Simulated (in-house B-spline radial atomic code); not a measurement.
Values are calculated unless marked as measured or tabulated.
Correlation energy from the adiabatic connection: −Z/r, Z = 1.5, wall at 4 bohr

Two electrons in a singlet, external potential −Z/r, Z = 1.5, wall at 4 bohr (atomic units). Full CI in B-splines (partial waves to l = 8, correlation up to 0.6 % small) with the density held fixed gives W(λ) = <V_ee>_λ − U, and E_c is the integral of W(λ) − W(0) from 0 to 1.

```tsv
λ	W(λ) − W(0) (hartree)
0	0.00000
0.02	-0.00189
0.05	-0.00469
0.12	-0.01103
0.25	-0.02213
0.4	-0.03395
0.6	-0.04827
0.8	-0.06117
1	-0.07283
```

Q: Integrate the table by the trapezoid rule.

A: The strips give -0.00002, -0.00010, -0.00055, -0.00216, -0.00421, -0.00822, -0.01094, -0.01340, which sum to -0.03960 hartree. The direct value, W(1) − W(0) + T_c with T_c = 0.03315, is -0.03969; the curve is convex, so chords lie above it and the trapezoids fall short in size by 0.23 %.

Q: Now use only three numbers: W(0) = -0.76282, the initial slope W'(0) = -0.09529 (extrapolated from the first points) and the strong-coupling limit of the point-charge-plus-continuum model, W∞ = -1.0339. What do second-order theory and the interpolation W(λ) = W∞ + (W(0) − W∞)/√(1 + 2χλ) of Seidl, Perdew and Levy give?

A: Second order keeps the slope alone: E_c = W'(0)/2 = -0.04764, +20 % in size against -0.03969. Matching the slope fixes χ = W'(0)/(W∞ − W(0)) = -0.09529/(-0.27108) = 0.35152. Integrating, with s = √(1 + 2χ) = 1.305006, E_c = −(W(0) − W∞)(s − 1)/(s + 1) = −0.27108 × 0.305006/2.305006 = -0.03587 hartree, -9.6 % in size against the full result. At λ = 1 the formula gives W − W(0) = -0.06336 against -0.07283. Part of the miss can come from the model's W∞.
